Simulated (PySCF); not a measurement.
CH7NOSi2.
SMILES: `O=CN[SiH2][SiH3]`

Method used: PySCF 2.14.0, density-fitted response routines, TDDFT wB97X-D/def2-SVPD, vertical, gas phase, core orbitals frozen in the response. The structure is a single PBE0-D3(BJ)/def2-SVP conformer in the gas phase; no vibrational or solvent corrections. Torsions of this conformer, `[O:1]=[CH:2][NH:3][SiH2:4][SiH3:5]`: O1–C2–N3–Si4 0°, C2–N3–Si4–Si5 0°.

**Question.** List the vertical singlet excitations with oscillator strengths and describe the spectrum.

**Answer.** 

```tsv
state	E (eV)	E (kJ/mol)	λ (nm)	f	symmetry	main configurations (H = HOMO, L = LUMO)
S1	5.64	544	219.9	0.0017	–	H→L+1 (79%), H-2→L+1 (10%)
S2	6.96	672	178.1	0.0081	A′	H-1→L+1 (49%), H→L (39%)
S3	7.08	683	175.1	0.0001	–	H-1→L (92%)
S4	7.37	711	168.1	0.143	A′	H-1→L+1 (31%), H-2→L (28%), H→L (16%)
S5	7.46	719	166.3	0.015	A″	H→L+3 (65%), H-2→L+3 (10%), H-2→L+1 (8%)
S6	7.61	735	162.8	0.0021	A′	H→L+2 (62%), H-2→L (13%), H→L (11%)
S7	7.82	754	158.6	0.0013	–	H-2→L+1 (75%), H→L+3 (11%)
S8	7.85	758	157.9	0.0004	–	H-1→L+2 (74%), H-1→L+5 (9%)
S9	7.90	762	157.0	0.052	A′	H→L+2 (24%), H-2→L (23%), H→L (18%)
S10	8.01	773	154.7	0.048	A′	H→L+4 (45%), H-2→L+2 (18%), H→L+5 (18%)
```

Triplets, Tamm–Dancoff:

| state | E (eV) | λ (nm) | main configurations (H = HOMO, L = LUMO) |
| --- | --- | --- | --- |
| T1 | 5.20 | 238.5 | H→L+1 (76%), H-2→L+1 (11%) |
| T2 | 5.51 | 224.8 | H-1→L+1 (81%) |
| T3 | 6.49 | 191.0 | H→L (42%), H-2→L (27%) |
| T4 | 6.60 | 187.9 | H-2→L+3 (40%), H→L+3 (36%), H-2→L+1 (12%) |

The lowest singlet lies at 5.64 eV (220 nm, ultraviolet) and is very weak; its leading configuration is HOMO→LUMO+1 (79%). The strongest level in the table is S4 at 7.37 eV (168 nm, f = 0.143). Löwdin shares by element: HOMO oxygen 49%, silicon 22%, carbon 9% (atoms not listed hold the other 21%); LUMO silicon 34% or more, hydrogen 32% or more (atoms not listed hold the other 34%). Weighted by f, the mean energy of these states is 7.57 eV. Of the 10 states listed, 4 reach f = 0.01 and 2 stay under 0.0005. The listed states span 2.37 eV, and the widest gap between neighbours is 1.32 eV (S1 to S2). All these states lie below the vertical ionisation energy of 9.91 eV (ΔSCF). Symmetry labels in Cs follow from the direction of the transition dipole and are given only for states with f of 0.002 or more. Only the lowest 10 singlets were computed, as vertical energies without vibronic structure.

Time: 88 s wall; peak memory 0.86 GiB. Hardware: Arm Neoverse V1, one thread, shared host with 32 logical CPUs at a one-minute load of 9.7.
